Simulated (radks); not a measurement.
Results of a calculation; reference values are marked as such.
The zirconium ion Zr2+ inside a hard spherical wall (all orbitals vanish at R), configuration held at [Kr] 4d2 and not refilled when levels cross. Code: a radial shooting solver on a logarithmic mesh with Libxc functionals. Model: scalar-relativistic Kohn-Sham, PBE, spin-polarised, spherical densities, finite nucleus; open shells are filled with parallel spins first (spin-orbit coupling, left out, can overturn this in heavy ions); Fermi nuclear charge, rms radius 4.2694 fm. Eigenvalues in eV for spin up, with the zero of energy where the potential of the charges vanishes at infinity; a dash marks a level that is unbound or too diffuse for the functional's potential to be trusted. A positive occupied level is held by the wall or, in an anion where self-interaction has pushed it up, behind a barrier. The pressure on the wall is -dE/dV.

| R (bohr) | E (hartree) | kinetic (hartree) | e(3d) | e(4s) | e(4p) | e(4d) | e(5s, empty) | e(5p, empty) | pressure (GPa) |
|---|---|---|---|---|---|---|---|---|---|
| free | -3597.77935 | 3699.243 | -189.24 | -69.432 | -47.459 | -17.937 | -16.462 | -11.997 | 0 |
| 15 | -3597.77935 | 3699.243 | -189.24 | -69.432 | -47.459 | -17.937 | -16.462 | -11.997 | < 0.0001 |
| 12 | -3597.77935 | 3699.243 | -189.24 | -69.432 | -47.459 | -17.937 | -16.462 | -11.996 | < 0.0001 |
| 10 | -3597.77935 | 3699.243 | -189.24 | -69.432 | -47.458 | -17.937 | -16.462 | -11.990 | < 0.0001 |
| 6 | -3597.77657 | 3699.269 | -189.08 | -69.297 | -47.331 | -17.800 | -16.001 | -10.838 | 0.313 |
| 5 | -3597.76415 | 3699.352 | -188.65 | -68.935 | -46.992 | -17.375 | -14.629 | -8.433 | 2.39 |
| 4 | -3597.69582 | 3699.741 | -187.17 | -67.792 | -45.905 | -15.758 | -9.478 | -0.926 | 21.7 |
| 3 | -3597.19485 | 3702.426 | -181.07 | -63.436 | -41.370 | -8.690 | 12.096 | 25.986 | 329 |
| 2 | -3591.25186 | 3727.477 | -149.10 | -36.468 | -10.442 | 32.815 | 129.45 | 153.86 | 10200 |
| 1.5 | -3571.04287 | 3794.152 | -97.629 | 33.377 | 67.568 | 123.08 | 370.55 | 399.81 | 84100 |
